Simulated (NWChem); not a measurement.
System: boron monoxide dimer (B$_{2}$O$_{2}$); SMILES O=BB=O

NWChem printed, in part:

```
             Northwest Computational Chemistry Package (NWChem) 7.3.0
             --------------------------------------------------------

                             Geometry "geometry" -> ""
                             -------------------------

 Output coordinates in angstroms (scale by  1.889725989 to convert to a.u.)

  No.       Tag          Charge          X              Y              Z
 ---- ---------------- ---------- -------------- -------------- --------------
    1 O                    8.0000     0.00000000     0.00000000    -2.02543500
    2 B                    5.0000     0.00000000     0.00000000    -0.82622300
    3 B                    5.0000     0.00000000     0.00000000     0.82622300
    4 O                    8.0000     0.00000000     0.00000000     2.02543500

 Effective nuclear repulsion energy (a.u.)      66.5136065449

  xc_inp: hfexch multiplicative factor not found.
                              NWChem Property Module
                              ----------------------

  itol2e modified to match energy
  convergence criterion.

                                 NWChem DFT Module
                                 -----------------

 Summary of "ao basis" -> "ao basis" (spherical)
 ------------------------------------------------------------------------------
       Tag                 Description            Shells   Functions and Types
 ---------------- ------------------------------  ------  ---------------------
 O                          pcsseg-1                 7       17   3s3p1d
 B                          pcsseg-1                 7       17   3s3p1d

  itol2e modified to match energy
  convergence criterion.

            General Information
            -------------------
          SCF calculation type: DFT
          Wavefunction type:  closed shell.
          No. of atoms     :     4
          No. of electrons :    26
           Alpha electrons :    13
            Beta electrons :    13
          Charge           :     0
          Spin multiplicity:     1
          Use of symmetry is: off; symmetry adaption is: off
          Maximum number of iterations: 150
          AO basis - number of functions:    68
                     number of shells:    28
          Convergence on energy requested:  1.00D-07
          Convergence on density requested:  1.00D-05
          Convergence on gradient requested:  5.00D-04

              XC Information
              --------------
                     Hartree-Fock (Exact) Exchange  1.000

      Superposition of Atomic Density Guess
      -------------------------------------

 Sum of atomic energies:        -198.53921987

      Non-variational initial energy
      ------------------------------

 Total energy =    -199.519323
 1-e energy   =    -401.834038
 2-e energy   =     135.801108
 HOMO         =      -0.539821
 LUMO         =      -0.038691

[...]

          -----------------------------------------
          Chemical Shielding Tensors (GIAO, in ppm)
          -----------------------------------------

                                NWChem CPHF Module
                                ------------------

  scftype          =     RHF
  nclosed          =       13
  nopen            =        0
  variables        =      715
  # of vectors     =        3
  tolerance        = 0.10D-03
  level shift      = 0.00D+00
  max iterations   =       50
  max subspace     =       30

 SCF residual:    8.3592447268083635E-005

Iterative solution of linear equations
  No. of variables      715
  No. of equations        3
  Maximum subspace       30
        Iterations       50
       Convergence  1.0D-04

   iter   nsub   residual    time
   ----  ------  --------  ---------
     1      3    1.36D+00       2.8
     2      6    1.90D-01       3.0
     3      9    3.30D-02       3.1
     4     12    2.82D-03       3.3
     5     15    5.60D-04       3.4
     6     18    1.19D-04       3.6
     7     21    1.65D-05       3.7

      Atom:    1  O
        Diamagnetic
    384.4127     -0.0000      0.0000
     -0.0000    384.4127      0.0000
      0.0000      0.0000    410.9732

        Paramagnetic
   -573.2756     -0.0000      0.0000
     -0.0000   -573.2756      0.0000
      0.0000      0.0000     -0.0000

        Total Shielding Tensor
   -188.8629     -0.0000      0.0000
     -0.0000   -188.8629      0.0000
      0.0000      0.0000    410.9732

           isotropic =      11.0825
          anisotropy =     599.8361

          Principal Components and Axis System
                 1           2           3
              410.9732   -188.8629   -188.8629

      1         0.0000     -0.0000      1.0000
      2         0.0000      1.0000     -0.0000
      3         1.0000      0.0000      0.0000

      Atom:    2  B
        Diamagnetic
    197.3256      0.0000     -0.0000
      0.0000    197.3256      0.0000
     -0.0000      0.0000    218.6808

        Paramagnetic
   -169.2546     -0.0000     -0.0000
     -0.0000   -169.2546      0.0000
     -0.0000      0.0000     -0.0000

        Total Shielding Tensor
     28.0710     -0.0000     -0.0000
     -0.0000     28.0710      0.0000
     -0.0000      0.0000    218.6808

           isotropic =      91.6076
          anisotropy =     190.6098

          Principal Components and Axis System
                 1           2           3
              218.6808     28.0710     28.0710

      1        -0.0000     -0.0000      1.0000
      2         0.0000      1.0000     -0.0000
      3         1.0000      0.0000     -0.0000
```

Level: Hartree-Fock/pcSseg-1, GIAO. Geometry: optimised at PBE0/def2-SVP. The printed shielding anisotropy is the first printed principal value minus the mean of the other two.

Which NWChem input produces such a log?

Several could match; the one computed here: the input that was run:
```
start job
memory heap 200 mb stack 900 mb global 1100 mb
geometry units angstroms noautosym nocenter noautoz
  O      0.000000     0.000000    -2.025435
  B      0.000000     0.000000    -0.826223
  B      0.000000     0.000000     0.826223
  O      0.000000     0.000000     2.025435
end
basis spherical
  * library pcsseg-1
end
dft
  xc hfexch
  iterations 150
end
property
  shielding 2 1 2
end
task dft property
```
